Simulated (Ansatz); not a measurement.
```xyz
9

C    -0.0993   -1.1261    1.2928
S     0.8622   -0.2010    0.0663
B    -0.3539    0.7517   -0.7834
Te    0.1489    2.0751   -2.3763
H    -0.6063   -0.4432    1.9719
H    -0.8234   -1.7718    0.7994
H     0.6036   -1.7388    1.8569
H    -1.5101    0.6899   -0.4974
H     1.7783    1.7641   -2.3301
```

The species carries charge 0 and has multiplicity 1. Te: def2 effective core potential.

**Question.** List the ωB97M-V/def2-TZVPP orbital energies in eV (Ansatz 0.2.0). (An estimate is asked.)

**Answer.** Computed: Occupied: -2427.03, -282.34, -221.01, -188.81, -174.75, -164.12, -164.01, -163.98, -123.63, -123.49, -123.39, -46.63, -46.57, -46.46, -46.35, -46.35, -24.91, -21.42, -20.32, -16.13, -14.83, -14.48, -13.80, -12.07, -11.03, -10.39, -10.38, -8.46. Lowest empty: 0.71, 1.58, 2.15, 2.53, 3.25, 3.73, 4.15, 4.54.
